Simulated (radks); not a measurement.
Q: The caesium ion Cs2+, 53 electrons, occupied as [Kr] 4d10 5s2 5p5. All-electron calculation, scalar-relativistic Kohn-Sham, LB94 model potential, spin-polarised, spherical densities, finite nucleus; open shells are filled with parallel spins first (spin-orbit coupling, left out, can overturn this in heavy ions); Fermi nuclear charge, rms radius 4.8041 fm. Program: a radial shooting solver on a logarithmic mesh with Libxc functionals. Some entries of the table are withheld. Estimate them.

orbital,occ.,eigenvalue (eV),<1/r> (bohr^-1),<r> (bohr)
1s down,1,-35978.79,59.45,0.02607
1s up,1,-35978.79,59.45,0.02607
2s up,1,-5678.006,13.66,0.1119
2s down,1,-5677.976,13.66,0.1119
2p up,3,-5101.487,13.03,0.09795
2p down,3,-5101.440,13.03,0.09795
3s up,1,-1206.741,4.911,0.2987
3s down,1,-1206.712,4.911,0.2987
3p up,3,-1020.536,4.671,0.2964
3p down,3,-1020.505,4.671,0.2964
3d up,5,-746.1935,4.435,0.2727
3d down,5,-746.1671,4.435,0.2727
4s up,1,-245.4724,2.016,0.6950
4s down,1,-245.3995,2.015,0.6952
4p up,3,-186.2381,1.854,0.7395
4p down,3,-186.1983,1.853,0.7399
4d down,5,-99.8988,(1),0.8328
4d up,5,-99.8670,(2),0.8321
5s up,1,-48.9135,0.7864,1.686
5s down,1,-48.8923,0.7914,1.678
5p up,3,-34.7242,(3),1.979
5p down,2,-34.5440,(4),1.968

A: 
(1) 4d down <1/r> (bohr^-1): 1.589
(2) 4d up <1/r> (bohr^-1): 1.591
(3) 5p up <1/r> (bohr^-1): 0.6596
(4) 5p down <1/r> (bohr^-1): 0.6647
